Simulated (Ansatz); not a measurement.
A first, cheap relaxation of `[SiH3]OC1=CS1`.

```yaml
crystal:
  periodic: [false, false, false]
  atoms:
    - {symbol: Si, position_ang: [-0.587900, -0.720200, -1.286400]}
    - {symbol: O, position_ang: [0.489600, -0.339000, -0.127100]}
    - {symbol: C, position_ang: [0.143600, 0.687900, 0.709400]}
    - {symbol: C, position_ang: [0.656700, 0.711500, 1.985500]}
    - {symbol: S, position_ang: [1.185500, 2.021300, 1.101500]}
    - {symbol: H, position_ang: [-0.847600, 0.523900, -2.170900]}
    - {symbol: H, position_ang: [-0.138000, -1.810400, -2.122900]}
    - {symbol: H, position_ang: [-1.885300, -1.034900, -0.667000]}
    - {symbol: H, position_ang: [1.072000, -0.086300, 2.560800]}
basis:
  gaussian: {orbitals: def2-SVP}
hamiltonian: {xc: pbe, dispersion: d4}
relax: {f_tol: 0.03, max_steps: 200}
```

```sh
$ ansatz run in.yaml --threads 4 --pin off --events-out ev --progress --plain --max-ram 10444MiB
```

Shortened log:

```
Functional definition: PBE
mean field -22872.70218386 eV, -840.5563015826 hartree, gradient 4.0e-5 eV, S^2 0.000000; 1 other end points of the search recorded, 0 dependent functions left out
relax step   1: F+E_penalty+E_count = -22872.92596785 eV  Δ(F+E_penalty+E_count) = +0.000e0 eV  max|allowed force component| = 4.550e0 eV/Å  Δτ_max = 0.0000 Å  (51 SCF iters, accepted)
mean field -22873.26521788 eV, -840.5769927011 hartree, gradient 2.4e-5 eV, S^2 0.000000; 0 other end points of the search recorded, 0 dependent functions left out
relax step   2: F+E_penalty+E_count = -22873.48508057 eV  Δ(F+E_penalty+E_count) = -5.591e-1 eV  max|allowed force component| = 3.014e0 eV/Å  Δτ_max = 0.1297 Å  (30 SCF iters, accepted)
mean field -22873.73722834 eV, -840.5943387656 hartree, gradient 2.2e-5 eV, S^2 0.000000; 0 other end points of the search recorded, 0 dependent functions left out
relax step   3: F+E_penalty+E_count = -22873.95138354 eV  Δ(F+E_penalty+E_count) = -4.663e-1 eV  max|allowed force component| = 1.385e0 eV/Å  Δτ_max = 0.1995 Å  (38 SCF iters, accepted)
mean field -22873.95491418 eV, -840.6023385725 hartree, gradient 1.9e-5 eV, S^2 0.000000; 0 other end points of the search recorded, 0 dependent functions left out
relax step   4: F+E_penalty+E_count = -22874.16633715 eV  Δ(F+E_penalty+E_count) = -2.150e-1 eV  max|allowed force component| = 1.361e0 eV/Å  Δτ_max = 0.2000 Å  (36 SCF iters, accepted)
mean field -22874.07980198 eV, -840.6069281145 hartree, gradient 1.1e-5 eV, S^2 0.000000; 0 other end points of the search recorded, 0 dependent functions left out
relax step   5: F+E_penalty+E_count = -22874.29200914 eV  Δ(F+E_penalty+E_count) = -1.257e-1 eV  max|allowed force component| = 1.182e0 eV/Å  Δτ_max = 0.1947 Å  (37 SCF iters, accepted)
mean field -22874.15720394 eV, -840.6097725842 hartree, gradient 7.7e-6 eV, S^2 0.000000; 0 other end points of the search recorded, 0 dependent functions left out
relax step   6: F+E_penalty+E_count = -22874.37384717 eV  Δ(F+E_penalty+E_count) = -8.184e-2 eV  max|allowed force component| = 9.749e-1 eV/Å  Δτ_max = 0.1938 Å  (31 SCF iters, accepted)
mean field -22874.22291793 eV, -840.6121875288 hartree, gradient 1.2e-5 eV, S^2 0.000000; 0 other end points of the search recorded, 0 dependent functions left out
relax step   7: F+E_penalty+E_count = -22874.44375688 eV  Δ(F+E_penalty+E_count) = -6.991e-2 eV  max|allowed force component| = 7.685e-1 eV/Å  Δτ_max = 0.2000 Å  (38 SCF iters, accepted)
mean field -22874.24016991 eV, -840.6128215272 hartree, gradient 1.9e-5 eV, S^2 0.000000; 0 other end points of the search recorded, 0 dependent functions left out
relax step   8: F+E_penalty+E_count = -22874.46320278 eV  Δ(F+E_penalty+E_count) = -1.945e-2 eV  max|allowed force component| = 8.341e-1 eV/Å  Δτ_max = 0.1550 Å  (30 SCF iters, accepted)
mean field -22874.26142039 eV, -840.6136024681 hartree, gradient 1.0e-5 eV, S^2 0.000000; 0 other end points of the search recorded, 0 dependent functions left out
relax step   9: F+E_penalty+E_count = -22874.48733626 eV  Δ(F+E_penalty+E_count) = -2.413e-2 eV  max|allowed force component| = 3.796e-1 eV/Å  Δτ_max = 0.0719 Å  (32 SCF iters, accepted)
mean field -22874.26634302 eV, -840.6137833714 hartree, gradient 1.1e-5 eV, S^2 0.000000; 0 other end points of the search recorded, 0 dependent functions left out
relax step  10: F+E_penalty+E_count = -22874.49303240 eV  Δ(F+E_penalty+E_count) = -5.696e-3 eV  max|allowed force component| = 1.168e-1 eV/Å  Δτ_max = 0.0533 Å  (31 SCF iters, accepted)
mean field -22874.26891895 eV, -840.6138780351 hartree, gradient 1.1e-5 eV, S^2 0.000000; 0 other end points of the search recorded, 0 dependent functions left out
relax step  11: F+E_penalty+E_count = -22874.49593765 eV  Δ(F+E_penalty+E_count) = -2.905e-3 eV  max|allowed force component| = 9.746e-2 eV/Å  Δτ_max = 0.0570 Å  (29 SCF iters, accepted)
mean field -22874.27021656 eV, -840.6139257213 hartree, gradient 1.1e-5 eV, S^2 0.000000; 0 other end points of the search recorded, 0 dependent functions left out
relax step  12: F+E_penalty+E_count = -22874.49699253 eV  Δ(F+E_penalty+E_count) = -1.055e-3 eV  max|allowed force component| = 9.421e-2 eV/Å  Δτ_max = 0.0471 Å  (29 SCF iters, accepted)
mean field -22874.27096120 eV, -840.6139530862 hartree, gradient 1.0e-5 eV, S^2 0.000000; 0 other end points of the search recorded, 0 dependent functions left out
relax step  13: F+E_penalty+E_count = -22874.49778956 eV  Δ(F+E_penalty+E_count) = -7.970e-4 eV  max|allowed force component| = 1.045e-2 eV/Å  Δτ_max = 0.0155 Å  (31 SCF iters, accepted)
mean field -22874.27096120 eV, -840.6139530862 hartree, gradient 1.1e-5 eV, S^2 0.000000; 1 other end points of the search recorded, 0 dependent functions left out
Total energy: -22874.49782296 eV, -840.6222901024 hartree
Atom 0 at    -0.685220    -0.631539    -1.393476 Å, force    -0.006290     0.001967    -0.003637 eV/Å
Atom 1 at     0.393361    -0.793718    -0.050832 Å, force     0.000897     0.004414     0.005620 eV/Å
Atom 2 at     0.573059     0.178920     0.815212 Å, force    -0.001968     0.000483     0.001852 eV/Å
Atom 3 at     0.983193     0.575452     1.981279 Å, force     0.008952    -0.000088     0.010445 eV/Å
Atom 4 at     0.280110     1.988843     0.885325 Å, force    -0.001087    -0.001217    -0.003869 eV/Å
Atom 5 at    -0.462395     0.703346    -2.034392 Å, force     0.000609    -0.000588     0.001010 eV/Å
Atom 6 at    -0.293802    -1.763722    -2.286432 Å, force    -0.000365    -0.000972    -0.000281 eV/Å
Atom 7 at    -2.098890    -0.781851    -0.917233 Å, force     0.002592    -0.002329    -0.003478 eV/Å
Atom 8 at     1.399185     0.478069     2.983448 Å, force    -0.003339    -0.001671    -0.007662 eV/Å
Dipole moment:    -0.122135    -0.346172    -0.196852 e Å
```

Hardware: 4 threads of an Arm Neoverse V1 on a shared host. Wall time 15 s, peak host memory 0.15 GiB.
